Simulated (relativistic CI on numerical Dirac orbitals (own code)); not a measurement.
## What each ingredient does to the levels of Pt VII

Base calculation: Dirac-Coulomb-Breit CI, orbitals from a KLI potential per configuration, QED by a radiative potential, unscaled Slater integrals.

Configurations in the expansion (outside the closed core [Kr] 4d10 4f14): 5s2.5p6.5d4, 5s2.5p6.5d3.6s, 5s2.5p6.5d3.5f, 5s2.5p6.5d3.6p, 5s2.5p5.5d5, 5s2.5p6.5d3.5g, 5s2.5p6.5d3.6d, 5s2.5p6.5d3.7s, 5s2.5p6.5d2.6s.6p, 5s2.5p6.5d3.7p, 5s2.5p6.5d3.6f, 5s2.5p6.5d2.5f.6s, 5s.5p6.5d5, 5s2.5p6.5d2.6s2, 5s2.5p6.5d.5f.6s2, 5s2.5p6.5d.6s2.6p, 5s2.5p6.5d.5g.6s2, 5s2.5p6.5d.6s2.6d. Double excitations out of closed p, d and f shells are left out; levels of such configurations are missing from the list, as are those of other unlisted configurations, and high levels can miss mixing partners.

Variants: (1) valence Slater integrals scaled by 0.9; (2) one mean potential for all configurations; (3) only the first configuration. Shifts of the energy above 5s2.5p6.5d4 5D_0, in cm⁻¹, for the lowest level and the first level of each name with at least 55 % of one term (blank where a level changes its place among those of its configuration and J or its character, or is not in the variant):

| Level | Base | Δ(1) | Δ(2) | Δ(3) |
| --- | --- | --- | --- | --- |
| 5s2.5p6.5d4 5D_0 | 0.0 | 0.0 | 0.0 | 0.0 |
| 5s2.5p6.5d4 5D_1 | 6352.2 | +533.7 | -101.4 | -215.8 |
| 5s2.5p6.5d4 5D_2 | 11770.1 | +638.4 | -158.0 | -269.5 |
| 5s2.5p6.5d4 5D_3 | 15929.2 | +476.3 | -180.2 | -226.8 |
| 5s2.5p6.5d4 5D_4 | 18570.8 | -58.6 | -159.8 | -150.2 |
| 5s2.5p6.5d4 3H_4 | 28778.9 | -957.6 | -157.5 | -301.8 |
| 5s2.5p6.5d4 3G_3 | 33838.4 | -1472.8 | -149.6 | +222.2 |
| 5s2.5p6.5d4 3F_2 | 34878.7 | -1628.0 | -132.4 | +681.7 |
| 5s2.5p6.5d4 3P_1 | 35677.3 | -1029.3 | -183.3 | +963.1 |
| 5s2.5p6.5d4 3H_5 | 35910.2 | -1282.6 | -195.7 | -363.3 |
| 5s2.5p6.5d4 3H_6 | 39152.5 | -1497.9 | -209.1 | -557.3 |
| 5s2.5p6.5d4 3G_4 | 42267.9 | -1562.3 | -220.0 | +147.0 |
| 5s2.5p6.5d4 3G_5 | 52639.8 | -1484.1 | -310.1 | +76.7 |
| 5s2.5p6.5d4 3D_1 | 54504.5 | -1908.4 | -265.8 | +1063.8 |
| 5s2.5p6.5d4 1I_6 | 55637.6 | -1957.5 | -305.6 | -579.5 |
| 5s2.5p6.5d4 1S_0 | 62111.8 | -2408.7 | -283.5 | +1629.4 |
| 5s2.5p6.5d4 1F_3 | 66071.5 | -3029.4 | -257.8 | +1228.8 |
| 5s2.5p6.5d4 1D_2 | 102855.1 | -6650.6 | -247.0 | +1548.1 |
| 5s2.5p6.5d3.6s 5F_1 | 147665.4 | +67.0 | -832.7 |  |
| 5s2.5p6.5d3.6s 5F_2 | 151320.5 | -11.5 | -816.7 |  |
| 5s2.5p6.5d3.6s 5F_3 | 157737.3 | +284.8 | -788.1 |  |
| 5s2.5p6.5d3.6s 5F_4 | 163774.1 | +173.1 | -772.8 |  |

At this charge configurations can still be misplaced by up to about 7 % of their energy. Terms inside the open d or f shell come out 10 to 20 % too wide with unscaled integrals. Levels and lines within the n = 5 or 6 shells can be off by up to 10 % or somewhat more, and those that change n by about 2 %, since core polarisation is missing.

Ionisation energy from the two ground configurations alone: base 91.49 eV; valence Slater integrals scaled by 0.9 91.42 eV. The NIST ASD value (theoretical) is 91 eV.

LS names give the leading component of a level, which can be under half, so a name can repeat, a term be missing and a line seem to break the LS rules.
